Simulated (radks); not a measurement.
Valence configurations of Au3+ (all share [Xe]). All-electron calculation, Dirac Kohn-Sham, PBE, spin-unpolarised, spherical densities, finite nucleus; open shells fill j = l - 1/2 first; Fermi nuclear charge, rms radius 5.4371 fm. Program: a radial shooting solver on a logarithmic mesh with Libxc functionals. Order these by energy: 4f13 5d7 6s2; 4f12 5d8 6p2; 4f14 5d7 6s1; 4f14 5d8; 4f13 5d8 6s0.5 6p0.5; 4f13.5 5d7.5 6p1; 4f13.5 5d8.5; 4f13.5 5d8 6s0.5; 4f11.5 5d8 6s0.5 6p2; 4f13.5 5d8 6p0.5.

Answer. From the lowest, in eV above it: 4f14 5d8 0.000; 4f14 5d7 6s1 7.222; 4f13.5 5d8.5 39.165; 4f13.5 5d8 6s0.5 42.932; 4f13.5 5d8 6p0.5 47.071; 4f13.5 5d7.5 6p1 55.508; 4f13 5d8 6s0.5 6p0.5 93.710; 4f13 5d7 6s2 99.448; 4f12 5d8 6p2 211.75; 4f11.5 5d8 6s0.5 6p2 270.08. NIST lists [Xe] 4f14 5d8 as the ground configuration; this level of theory agrees among the configurations tried. The energies are those of spherical spin-averaged densities, not of single terms.
